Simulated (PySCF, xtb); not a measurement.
TeCl, SMILES Cl[Te], multiplicity 2.

Harmonic wavenumbers (cm⁻¹) from xtb with GFN2-xTB at its own minimum, in rising order: 371.

### Question
What does PBE-D3(BJ)/def2-TZVP in PySCF 2.14.0 give at its own minimum? (The exact figures need the calculation; the answer reports its results.)

### Answer
374. Paired by order, the mean absolute difference is 3 cm⁻¹ and the zero-point energies are 0.5 and 0.5 kcal/mol.
